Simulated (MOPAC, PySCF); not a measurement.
C3H2O2, SMILES `O=C(C#C)O` (O–C–O–H torsion 0°), neutral singlet in the gas phase. 

Cartesian coordinates (Å):
```xyz
7

C      1.9277     0.0161     0.1268
C      0.7208     0.0852     0.0558
C     -0.7113     0.2567    -0.0185
O     -1.2768     1.3294     0.0610
O     -1.3503    -0.9310    -0.1883
H      2.9958    -0.0434     0.1898
H     -2.3060    -0.7131    -0.2266
```
Charge 0, multiplicity 1.

All levels are single points at this geometry (PBE-D3(BJ)/def2-TZVP); Pople sets use spherical d functions. Orbital energies aren't observables, and empty levels follow the basis.

PM6 in MOPAC gives gap (eV) = 11.12.

Task: Estimate the gap (eV) from each of these levels: PBE-D3(BJ)/def2-TZVP in PySCF; B3LYP/3-21G in PySCF; B3LYP/6-311+G** in PySCF; B3LYP/6-31G* in PySCF; BP86/6-31G* in PySCF; M06-2X/6-31G* in PySCF; PBE/6-31G* in PySCF; SVWN5/6-31G* in PySCF; HF/3-21G in PySCF; HF/6-31G* in PySCF; HF/STO-3G in PySCF; AM1 in MOPAC.

Result: 
| level | gap (eV) |
|---|---|
| PBE-D3(BJ)/def2-TZVP in PySCF | 4.25 |
| B3LYP/3-21G in PySCF | 6.43 |
| B3LYP/6-311+G** in PySCF | 6.25 |
| B3LYP/6-31G* in PySCF | 6.36 |
| BP86/6-31G* in PySCF | 4.30 |
| M06-2X/6-31G* in PySCF | 9.38 |
| PBE/6-31G* in PySCF | 4.28 |
| SVWN5/6-31G* in PySCF | 4.23 |
| HF/3-21G in PySCF | 14.37 |
| HF/6-31G* in PySCF | 14.22 |
| HF/STO-3G in PySCF | 15.64 |
| AM1 in MOPAC | 11.96 |
